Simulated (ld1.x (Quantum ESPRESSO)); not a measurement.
# titanium, PAW: configuration errors across variants

ld1.x (Quantum ESPRESSO) 7.5 input, shortened:

```
&input
   title='Ti', zed=22., rel=1, dft='PZ', iswitch=3,
   config='[Ar] 3d2 4s0 4p0'
 /
 &inputp
   pseudotype=3, lpaw=.true., tm=.true., lloc=-1, rcloc=3.10,
   nlcc=.true., new_core_ps=.true.,
   which_augfun='PSQ', rmatch_augfun=2.00
 /
6
4S  1  0   0.00   0.00  2.30  2.90  0.0
4S  1  0   0.00  -0.85  2.30  2.90  0.0
4P  2  1   0.00   0.00  2.75  3.25  0.0
4P  2  1   0.00  -0.50  2.75  3.25  0.0
3D  3  2   2.00   0.00  2.05  2.75  0.0
3D  3  2   0.00  -1.15  2.05  2.75  0.0
 &test
   configts(1)='3d2 4s0 4p0'
 /
```

All-electron excitation energies from the reference (eV): (1) 3d2 4s2 4p0 -21.336; (2) 3d2 4s1 4p0 -13.800; (3) 3d1 4s0 4p0 27.190; (4) 3d2 4s1.5 4p0 -18.319; (5) 3d1 4s2 4p1 -16.522; (6) 3d2 4s0 4p1 -9.952; (7) 3d2 4s0 4p0 spin -0.793.

Spin tests fill each open shell by Hund’s rule, majority spin first.

The default core radius of the base comes out at 1.84 bohr.

Tests that are not counted but printed errors over 1 eV. “base”: 3d3 4s0 4p0 (solver errors, printed error -62.9 eV). “local potential all-electron potential smoothed inside 3.05 bohr (lloc = -2)”: 3d3 4s0 4p0 (solver errors, printed error -62.9 eV). “waves 4s (bound): rcut 2.30, rcutus 3.46 bohr; 4s channel at -0.85 Ry: rcut 2.30, rcutus 3.46 bohr”: 3d3 4s0 4p0 (solver errors, printed error -62.9 eV). “augmentation PSQ, inside the norm-conserving radii”: 3d3 4s0 4p0 (solver errors, printed error -62.9 eV). “core correction Bessel-smoothed model core inside 1.92 bohr”: 3d3 4s0 4p0 (solver errors, printed error -62.9 eV).

1 further variants failed, have other tests or too few solved ones, and are left out.

A true bound ghost makes a file unfit for plane-wave use even where its test errors are small: the radial tests pick states by their node count and pass the ghost by.

Errors AE − PS in meV (a dash: test not solved or not reliable):

```tsv
change	(1)	(2)	(3)	(4)	(5)	(6)	(7)	bound ghosts
base	-13	-6.8	-643	-11	-216	-2.2	-1.6	none
local potential all-electron potential smoothed inside 3.05 bohr (lloc = -2)	-13	-6.8	-643	-11	-221	-2.2	-1.6	none
waves 4s (bound): rcut 2.30, rcutus 3.46 bohr; 4s channel at -0.85 Ry: rcut 2.30, rcutus 3.46 bohr	-12	-6.5	-643	-10	-171	-2.2	-1.6	none
augmentation PSQ, inside the norm-conserving radii	-13	-6.8	-643	-11	-211	-2.2	-1.6	none
waves 3d (bound): rcut 2.05, rcutus 3.56 bohr; 3d channel at -1.15 Ry: rcut 2.05, rcutus 3.56 bohr	–	–	–	–	–	–	–	none
all radii but the core radius scaled by about 0.82 (s 2.38, p 2.66, d 2.26 bohr, rcut 1.88/2.26/1.68); local potential all-electron potential smoothed inside 2.54 bohr (lloc = -1); augmentation PSQ, radius 1.64 bohr	–	–	–	–	–	–	–	s
core correction Bessel-smoothed model core inside 1.92 bohr	-13	-6.8	-643	-11	-216	-2.2	-1.6	none
```

(1) Give the same row for: waves 4p (bound): rcut 2.75, rcutus 3.32 bohr; 4p channel at -0.5 Ry: rcut 2.75, rcutus 3.32 bohr.

Results:

(1) -13, -6.8, -643, -11, -215, -2.2, -1.6; bound ghosts: none. Not counted: 3d3 4s0 4p0 (solver errors, printed error -62.9 eV).
